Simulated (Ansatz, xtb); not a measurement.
# Two structures of AlF2InO

Structure X: a singlet given by its coordinates. Structure Y: `[F][Al]1[O][In]1[F]`, a singlet. Both are isolated molecules in the gas phase, relaxed with PBE0-D3(BJ)/def2-SVP.

X (Å):

```xyz
5

Al   -0.7558   -0.2542    0.2882
F    -0.3074    1.1925    1.1936
F    -0.3982    0.6465   -1.1865
In    0.2669    2.7269   -0.4343
O    -1.2637   -1.7326    0.6474
```

Close contacts (Å): Al1–F2 1.76, Al1–F3 1.76, Al1–In4 3.23, Al1–O5 1.60, F2–In4 2.31, F3–In4 2.31.

Y (Å):

| atom | x (Å) | y (Å) | z (Å) |
| --- | --- | --- | --- |
| Al | -1.0270 | 0.0104 | -0.9992 |
| F | -1.2533 | 1.5311 | -1.5939 |
| F | -1.8640 | -3.7877 | 1.0310 |
| In | -1.9633 | -1.9950 | 0.2640 |
| O | -0.1087 | -1.3484 | -0.7423 |

Estimate which is lower in electronic energy at CCSD(T)/def2-SVP + ΔMP2/def2-TZVPP, and by roughly how much.

The CCSD(T)/def2-SVP + ΔMP2/def2-TZVPP calculation puts structure X lower, by 26.9 kcal/mol.

The same difference at several levels:

| level | geometry | E(Y) − E(X) (kcal/mol) | departure from the last row (kcal/mol) | job, with rough time for the two |
| --- | --- | --- | --- | --- |
| PBE0-D3(BJ)/def2-SVP | PBE0-D3(BJ)/def2-SVP | +27.0 | +0.2 | optimisation, 16 s |
| HF/def2-SVP | PBE0-D3(BJ)/def2-SVP | +32.1 | +5.2 | part of the CCSD(T) run |
| MP2/def2-SVP | PBE0-D3(BJ)/def2-SVP | +26.5 | −0.4 | part of the CCSD(T) run |
| CCSD(T)/def2-SVP | PBE0-D3(BJ)/def2-SVP | +28.5 | +1.6 | single point |
| CCSD(T)/def2-SVP + ΔMP2/def2-TZVPP | PBE0-D3(BJ)/def2-SVP | +26.9 |  | single point, 16 s |

None of the levels shown reverses the order. The largest departure from CCSD(T)/def2-SVP + ΔMP2/def2-TZVPP is that of HF/def2-SVP, 5.2 kcal/mol. Levels run at GFN2-xTB geometries aren't shown. The last row adds to CCSD(T) the change of the MP2 difference between the two basis sets, here −1.6 kcal/mol.

With harmonic frequencies from PBE0-D3(BJ)/def2-SVP (ideal gas, rigid rotor, one conformer each, 400 K, 1 atm): the zero-point term adds −0.2 kcal/mol; ΔH is +26.8 and ΔG +25.7 kcal/mol.

The T1 diagnostic of structure Y is large, so the coupled-cluster value is less sure. The correlated steps freeze 12 core orbitals; the filled d shell of In is correlated, in a basis made for valence electrons. Atoms past krypton carry core potentials in the def2 sets and no spin–orbit term is included. Codes used: Ansatz 0.2.0; the last row on 1 thread of AMD EPYC 9R45 96-Core Processor (Zen 5) on a shared host.
